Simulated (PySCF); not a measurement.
A PySCF script (with the pyscf-properties extension) for the NMR shieldings of SMILES BSB/C=C\C#C, C4H6B2S, on a GFN2-xTB geometry:

```python
import basis_set_exchange as bse
import numpy as np
from pyscf import gto, dft
from pyscf.prop import nmr

atoms = """
B     3.222635    0.812878    0.243970
S     2.358256   -0.667136   -0.186908
B     0.614036   -0.210438   -0.200669
C    -0.414259   -1.309290   -0.502885
C    -1.748338   -1.123972   -0.575210
C    -2.391882    0.113363   -0.406998
C    -2.992389    1.148102   -0.281566
H     4.385553    0.752248    0.316815
H     2.638461    1.801664    0.452014
H     0.305152    0.894699    0.023544
H    -0.063875   -2.322013   -0.669972
H    -2.420788   -1.951089   -0.782539
H    -3.496952    2.061470   -0.169819
"""
names = dict.fromkeys(["B", "S", "C", "H"], "pcSseg-1")
basis = {el: gto.basis.parse(bse.get_basis(n, elements=[el], fmt="nwchem")) for el, n in names.items()}
mol = gto.M(atom=atoms, basis=basis, charge=0, verbose=0)
mf = dft.RKS(mol, xc="PBE0")
mf.grids.level = 2
mf.grids.alignment = dft.numint.BLKSIZE   # the property module wants whole blocks of grid points
mf.conv_tol = 1e-9
mf.kernel()

calc = nmr.RKS(mf)   # GIAO
C = mf.mo_coeff
Co = C[:, mf.mo_occ > 0]
resp = mf.gen_response(singlet=True, hermi=2)
def vind(x):   # induced exchange potential for any number of trial vectors
    d = np.einsum("pi,xij,qj->xpq", C, 2 * x.reshape(-1, C.shape[1], Co.shape[1]), Co, optimize=True)
    return np.einsum("xpq,pi,qj->xij", resp(d - d.transpose(0, 2, 1)), C, Co, optimize=True).ravel()
mo1, _ = nmr.rhf.solve_mo1(calc, with_cphf=vind)
sigma = calc.kernel(mo1)
for i, s in enumerate(sigma):   # ppm
    print("%2d %-2s %9.2f" % (i, mol.atom_pure_symbol(i), np.trace(s) / 3))
```

**Question.** What does it print?

**Answer.** 
```
 0 B      22.89
 1 S     312.76
 2 B      34.02
 3 C      31.73
 4 C      40.20
 5 C      99.63
 6 C      83.10
 7 H      24.04
 8 H      23.91
 9 H      24.09
10 H      24.43
11 H      24.69
12 H      28.08
```

These numbers come from an equivalent density-fitted implementation of the same equations, which agrees with the script to about 0.01 ppm for H and up to a few tenths of a ppm for heavy atoms, so last digits may differ.

Size and cost of the density-fitted run: 156 basis functions, 43 s wall time on 1 thread of an Arm Neoverse N1, shared host; peak memory 0.71 GiB.
